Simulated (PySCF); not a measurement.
# First-order multiplets

Cartesian coordinates in Å; atom numbers follow the order of the lines, from 1:
```xyz
18

C     2.348    0.163    0.044
C     1.078   -0.224    0.793
B    -0.186   -0.463   -0.162
N    -1.546   -0.710    0.646
B    -2.117    0.610   -0.044
N    -0.748    0.894   -0.812
H     2.636   -0.618   -0.677
H     3.207    0.329    0.714
H     2.213    1.093   -0.536
H     0.842    0.553    1.549
H     1.262   -1.147    1.373
H    -0.038   -1.315   -1.027
H    -2.038   -1.567    0.414
H    -1.453   -0.660    1.658
H    -2.376    1.479    0.770
H    -3.022    0.356   -0.818
H    -0.811    0.897   -1.825
H    -0.260    1.737   -0.521
```

Computed data (PySCF 2.14): B3LYP/pcJ-1 coupling constants (spin–dipole term only in couplings to heteroatoms), geometry: PBE0-D3(BJ)/def2-SVP, NMR shieldings at KT3/pcSseg-1/GIAO. Non-relativistic, isolated molecule, fast rotation and ring inversion assumed for equivalent nuclei, one computed conformer.

References, each an isolated molecule treated in the same way: ¹H (σ = 31.32 ppm) against TMS.

Spectrometer: 500 MHz for ¹H. First-order analysis; couplings under 1 Hz (under 4 Hz in carbon signals) are ignored, and nearly equal couplings are merged; the smaller ones broaden or split the lines further.

(1) What pattern does H10/H11 show (¹H)?

(2) What pattern does H7/H8/H9 show (¹H)?

Results:

(1) A quartet at δ 0.50: 8.7 Hz to H7/H8/H9 (3 × ¹H, 3 bonds away). Lines in Hz from the centre (relative intensity): +13.1 (1), +4.3 (3), -4.3 (3), -13.1 (1). The outer lines are 26.1 Hz apart, the sum of the couplings kept, or 0.052 ppm at this field.

(2) A triplet at δ 0.89: 8.7 Hz to H10/H11 (2 × ¹H, 3 bonds away). Lines in Hz from the centre (relative intensity): +8.7 (1), +0.0 (2), -8.7 (1). The outer lines are 17.4 Hz apart, the sum of the couplings kept, or 0.035 ppm at this field.

OH/NH shifts are gas-phase values; hydrogen bonding in solution moves them, usually downfield. Hydrogens on boron are broadened and split by ¹¹B (spin 3/2, 80 %) and 10B (spin 3). Unscaled 3J(H,H) at this level run about 10 % above measured values. Chain 3J(H,H) values assume equally populated staggered rotamers: (2 J gauche + J anti)/3.
